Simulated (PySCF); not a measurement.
**Deuteron quadrupole couplings in `C=Cc1cpcc(C(F)(F)F)p1`**

Species: C7H5F3P2.
Geometry (GFN2-xTB, Å), atoms numbered from 1 in this order:
```
atom  x, y, z in Å
C1     3.4698    0.5163   -0.3738
C2     2.1927    0.6109   -0.7262
C3     1.0227    0.1414    0.0144
C4     1.1502   -0.5336    1.2116
P5    -0.0550   -1.1868    2.2768
C6    -1.5299   -0.7835    1.4549
C7    -1.6785   -0.1147    0.2609
C8    -3.0903    0.0888   -0.2087
F9    -3.7481   -1.0705   -0.3927
F10   -3.8293    0.7968    0.6651
F11   -3.1489    0.7479   -1.3766
P12   -0.4776    0.5469   -0.8167
H13    3.7992    0.0610    0.5447
H14    4.2478    0.9036   -1.0085
H15    1.9474    1.0919   -1.6679
H16    2.1614   -0.6989    1.5688
H17   -2.4405   -1.1052    1.9506
```

Level: PBE0/pcSseg-1 (PySCF, non-relativistic); Q(2H) = 0.00286 b; rigid geometry, the same for H and D, with no vibrational averaging.

Task: Rank these positions by the coupling χzz of a deuteron there, largest first.
A. H16 (aromatic hydrogen)
B. H14 (vinylic hydrogen)
C. H15 (vinylic hydrogen)

Result: B (226 kHz), A (213 kHz), C (208 kHz).

Task: What are Vzz, η and χzz (234.96 MHz × Q × Vzz) at all hydrogens?

Result: 
```json
{"atom": "H13", "bonded to": "C1", "bond length (Å)": "1.077", "Vzz (au)": "0.3361", "η": "0.06", "χzz (kHz)": "226"}
{"atom": "H14", "bonded to": "C1", "bond length (Å)": "1.076", "Vzz (au)": "0.3368", "η": "0.05", "χzz (kHz)": "226"}
{"atom": "H15", "bonded to": "C2", "bond length (Å)": "1.085", "Vzz (au)": "0.3102", "η": "0.10", "χzz (kHz)": "208"}
{"atom": "H16", "bonded to": "C4", "bond length (Å)": "1.085", "Vzz (au)": "0.3165", "η": "0.08", "χzz (kHz)": "213"}
{"atom": "H17", "bonded to": "C6", "bond length (Å)": "1.086", "Vzz (au)": "0.3119", "η": "0.08", "χzz (kHz)": "210"}
```

Task: A static deuteron (I = 1) shows a doublet split by (3/2)χ, (3/4)χ(1 + η) and (3/4)χ(1 − η) with the field along z, y and x of the gradient. What are these for H15?

Result: With |χ| = 208.5 kHz and η = 0.098: 313, 172 and 141 kHz, to first order and without motion.

One conformer (not necessarily the lowest) at the GFN2-xTB geometry, without solvent, vibrations or thermal averaging. GFN2-xTB frequencies show an imaginary mode (36i cm⁻¹), so this geometry is no minimum at that level. GFN2-xTB bond lengths can be off by several hundredths of an ångström, more for odd bonds, and the gradients follow them. The small basis limits the accuracy of the gradients.
